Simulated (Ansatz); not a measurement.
Energy difference R1 → P1 + P2, each structure at its B3LYP-D3(BJ)/def2-TZVP stationary point, reached from a drawn start (curvature not checked).
P1: H atom, charge 0, multiplicity 2.
R1: H2Mg (SMILES [MgH2]), charge 0, multiplicity 1.
P2: HMg (SMILES [MgH]), charge 0, multiplicity 2.

P less R. No zero-point or thermal terms; singlets are restricted closed shells; open shells are unrestricted.

Frozen-core correlation throughout. CBS(a, b) extrapolates the correlation energy as X⁻³ and adds the Hartree–Fock energy of set b.

Programs: Ansatz (an electronic-structure program). All values are computed, each at the level named.

```csv
level,reaction energy (kJ/mol)
HF/def2-QZVPP,216.2
SVWN5/def2-TZVPP,314.2
PBE/def2-TZVPP,284.5
BLYP/def2-TZVPP,297.5
revPBE/def2-TZVPP,282.3
BHLYP/def2-TZVPP,300.2
B2PLYP/def2-TZVPP,299.2
"MP2/CBS(def2-TZVPP, def2-QZVPP)",291.9
CCSD/def2-SVP,___
```

Question: Complete the blanks.

Answer: 
- CCSD/def2-SVP, reaction energy (kJ/mol): 287.6
